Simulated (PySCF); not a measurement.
Al(OH)(OMe)(NH2) (CH6AlNO2), SMILES [NH2][Al]([OH])[O]C. Geometry: PBE-D3(BJ)/def2-SVP. The structure was generated by enumeration; whether it is a known compound was not checked. The values are those of a single conformer.

Computed equilibrium geometry at PBE-D3(BJ)/def2-SVP (PySCF confirms it by a frequency run) as a Z-matrix (one conformer of several):
```
Al
O 1 1.7089
C 2 1.3999 1 134.55
H 3 1.1151 2 110.82 1 121.14
H 3 1.1151 4 106.87 2 -120.86
H 3 1.1154 4 107.29 5 -114.81
O 1 1.7177 2 118.21 3 -0.03
H 7 0.9681 1 124.03 2 -179.94
N 1 1.7754 2 116.99 3 179.97
H 9 1.0202 1 126.63 2 -179.99
H 9 1.0215 10 110.25 1 -180.00
```
